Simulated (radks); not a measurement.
Trend from Sc to Zn: ionisation energy by Delta-SCF between NIST ground configurations, and size. Calculated with a radial shooting solver on a logarithmic mesh with Libxc functionals: Dirac Kohn-Sham, LDA (Slater exchange, Perdew-Wang correlation), spin-unpolarised, spherical densities, finite nucleus; open shells fill j = l - 1/2 first; Fermi nuclear charge, rms radius of each element as measured or else 0.836 A^(1/3) + 0.57 fm.

species  configuration  IE (eV)  NIST (eV)  kind  -e(HOMO) (eV)  r at 0.001 e/bohr^3 (bohr)
Sc        [Ar] 3d1 4s2    7.059      6.561  exp.  3.439 (3d3/2)                        4.95
Ti        [Ar] 3d2 4s2    7.526      6.828  exp.  4.479 (3d3/2)                        4.83
V         [Ar] 3d3 4s2    7.343      6.746  exp.  4.842 (4s1/2)                        4.72
Cr        [Ar] 3d5 4s1    7.127      6.767  exp.  3.071 (3d5/2)                        4.48
Mn        [Ar] 3d5 4s2    8.642      7.434  exp.  5.279 (4s1/2)                        4.53
Fe        [Ar] 3d6 4s2    8.970      7.902  exp.  5.479 (4s1/2)                        4.45
Co        [Ar] 3d7 4s2    6.780      7.881  exp.  5.671 (4s1/2)                        4.37
Ni        [Ar] 3d8 4s2    6.651      7.640  exp.  5.858 (4s1/2)                        4.30
Cu       [Ar] 3d10 4s1    8.428      7.726  exp.  4.858 (4s1/2)                        4.09
Zn       [Ar] 3d10 4s2   10.184      9.394  exp.  6.219 (4s1/2)                        4.17

Reference values: NIST Atomic Spectra Database (measured). Spin polarisation and multiplet splitting are left out, so open shells lie too high by an amount that depends on their filling.

Beside tabulated values, note that spin-unpolarised runs miss the spin-polarisation part of the exchange energy of open shells.
